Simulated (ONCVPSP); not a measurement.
**Before and after: ONCV potential for As**

| Property | Result |
| --- | --- |
| Element | arsenic |
| Generator | ONCVPSP 4.0.1 |
| Type | optimised norm-conserving Vanderbilt (ONCV) |
| Functional | PBE |
| Relativity | scalar-relativistic |
| Frozen core | [Ar] |
| Valence charge | 15 |
| Reference configuration | 3d10 4s1.5 4p3.5 |
| Partial waves | 4s: rc 1.65 bohr, ncon 4, nbas 7, qcut 3.7 1/bohr, 1 projector; 4p: rc 2.00 bohr, ncon 3, nbas 7, qcut 4.8 1/bohr, 3 projectors, debl 1.8 Ha; 3d: rc 1.15 bohr, ncon 5, nbas 9, qcut 12.4 1/bohr, 2 projectors, debl 2.6 Ha |
| Local potential | polynomial inside 1.15 bohr (lpopt 5, dvloc0 2 Ha) |
| Core correction | Teter function fitted to the true core (icmod 2), fcfact 0.55 |

All-electron outer shells of the reference configuration (PBE, scalar-relativistic, ld1.x):

```
shell  level (eV)  outermost node (bohr)  outermost maximum (bohr)
   3s     -191.17                   0.25                      0.52
   3p     -134.54                   0.22                      0.52
   3d      -41.48                      –                      0.47
   4s      -14.94                   0.73                      1.61
   4p       -5.52                   0.78                      1.97
```

Change: local potential polynomial inside 1.15 bohr (lpopt 5, dvloc0 7.5 Ha).

Cutoffs: the cutoffs (Ha) at which the residual kinetic energy of the hardest occupied pseudo-wave falls to 1 and 0.1 mHa per electron; they do not see the model core or the augmentation charge, which bear on the density cutoff. Errors are all-electron minus pseudo energies relative to the spin-unpolarised reference configuration.

**Question.** Predict the effect on cutoff, ghosts and configuration errors.

**Answer.** The potential gets neither clearly harder nor softer (77 Ha and 207 Ha → 77 Ha and 207 Ha); the lowest positive-energy flag moves from s at 2.7 eV to none; of the 4 tests that both files solve, the error grows in 2 and shrinks in 2 by more than 15 % and 0.3 meV (median size 2.0 → 2.8 meV); the range in which the s phases agree widens (upper end -0.0 → 1.3); neither file shows a bound ghost.

```csv
quantity,base,changed
"cutoff, loose",77 Ha,77 Ha
"cutoff, tight",207 Ha,207 Ha
bound ghosts,none,none
GHOST(+) flags under 300 eV,s at 2.7 eV,none
"error for 3d10 4s2 4p3, meV [ΔE -4.68 eV]",+1.4,+1.0
"error for 3d10 4s2 4p2, meV [ΔE 4.47 eV]",-0.5,-0.9
"error for 3d10 4s2 4p1, meV [ΔE 22.39 eV]",+2.6,-4.7
"error for 3d10 4s1 4p0, meV [ΔE 100.74 eV]",+82,-13
s: phases at 1.67 bohr within 0.05 rad from the reference energy up to (Ha; the scan ends near 5),-0.0,1.3
p: phases at 2.02 bohr within 0.05 rad from the reference energy up to (Ha; the scan ends near 5),to the end of the scan,to the end of the scan
d: phases at 1.17 bohr within 0.05 rad from the reference energy up to (Ha; the scan ends near 5),to the end of the scan,to the end of the scan
"rms error of d²Exc/dni dnj with the model core, mHa",1.69,1.69
```
